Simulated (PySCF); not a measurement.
Species: perfluoroethane, C₂F₆.
InChI=1S/C2F6/c3-1(4,5)2(6,7)8

Level of theory: TDDFT wB97X-D/def2-SVPD, vertical, gas phase, core orbitals frozen in the response (PySCF 2.14.0, density-fitted response routines). Geometry: GFN2-xTB; no solvent, vibrations or thermal averaging. Torsions of this conformer, `[F:1][C:2]([F:3])([F:4])[C:5]([F:6])([F:7])[F:8]`: F1–C2–C5–F6 -60°.

Orbital energies (eV): HOMO-3 -15.12, HOMO-2 -14.93, HOMO-1 -14.74, HOMO -13.64, LUMO 2.34, LUMO+1 3.11, LUMO+2 3.11.

Computed singlets:

| state | E (eV) | f |
| --- | --- | --- |
| S1 | 11.79 | 0.033 |
| S2 | 11.80 | 0.033 |
| S3 | 11.83 | 0.0004 |
| S4 | 12.67 | 0.0000 |
| S5 | 12.78 | 0.0000 |
| S6 | 12.83 | 0.250 |
| S7 | 12.87 | 0.028 |
| S8 | 12.87 | 0.028 |

Problem. Assign a leading configuration to S3, S4 and S5 and set E beside the orbital difference Δε.

Solution. 

| state | leading configuration | weight | Δε (eV) | E (eV) | E − Δε (eV) | f | other configurations |
| --- | --- | --- | --- | --- | --- | --- | --- |
| S3 | HOMO→LUMO | 0.94 | 15.98 | 11.83 | -4.16 | 0.0004 | – |
| S4 | HOMO-1→LUMO | 0.79 | 17.08 | 12.67 | -4.41 | 0.0000 | H-2→L+3 (13%) |
| S5 | HOMO-2→LUMO | 0.69 | 17.27 | 12.78 | -4.49 | 0.0000 | H-1→L+3 (17%) |

E − Δε runs from -4.49 to -4.16 eV. Among themselves, these states come in the order of their orbital differences.

H and L stand for HOMO and LUMO. The other states: S1 11.79 eV, f 0.033, H→L+1/L+2 (≥73%), H→L+4 (16%); S2 11.80 eV, f 0.033, H→L+1/L+2 (≥72%), H→L+5 (16%); S6 12.83 eV, f 0.250, H→L+3 (87%); S7 12.87 eV, f 0.028, H-1→L+1/L+2 (≥60%), H-1→L+4 (16%); S8 12.87 eV, f 0.028, H-1→L+1/L+2 (≥60%), H-1→L+5 (16%).

Problem. Pair triplets and singlets of the same leading configuration (75% or more in both) and give the splittings.

Solution. 

| configuration | triplet | E(T) (eV) | singlet | E(S) (eV) | E(S) − E(T) (eV) |
| --- | --- | --- | --- | --- | --- |
| HOMO→LUMO | T3 | 11.70 | S3 | 11.83 | +0.13 |

The 3 triplets are Tamm–Dancoff values, the singlets full response.

Summed over the main configurations (up to three a state, each over 8%) of all 8 singlets, the electron leaves HOMO with weight 3.58, HOMO-1 with weight 2.48 and HOMO-2 with weight 0.81.

The run took 21 s wall on one thread, x86-64 server (shared host).
